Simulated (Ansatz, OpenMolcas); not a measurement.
## TiO2: a line through the functionals

The species is TiO2 (3 atoms), meant as a singlet with charge 0. SMILES: `[O]=[Ti]=[O]`. The shape is that of a PBE0-D4/def2-TZVP optimisation.

The HOMO–LUMO gap y, in eV, basis aug-cc-pVDZ; a is the functional's share of exact exchange. Programs: Ansatz 0.2.0, OpenMolcas 26.06.

```
functional     program     a  y (eV)
      BLYP      Ansatz     0    2.13
    revPBE      Ansatz     0    2.29
     B3LYP  OpenMolcas   0.2       ?
      PBE0      Ansatz  0.25    4.49
     BHLYP  OpenMolcas   0.5    6.30
```

Task: Fit y = c + s·a to the known rows and predict B3LYP.

Result: 
1. Means of the 4 rows: a = 0.1875, y = 3.803.
2. Σ(Δa)² = 0.17188, Σ(Δa·Δy) = 1.4206, so the slope is 1.4206/0.17188 = 8.2651.
3. Intercept: 3.803 − (8.2651) × 0.1875 = 2.253. The largest residual of the fit is 0.17.
4. B3LYP: 2.253 + (8.2651) × 0.2 = 3.91 eV.

The run gave 3.89 eV, so the prediction is off by +0.02 eV, within the scatter of the fit. Exact exchange lowers occupied levels and raises empty ones.
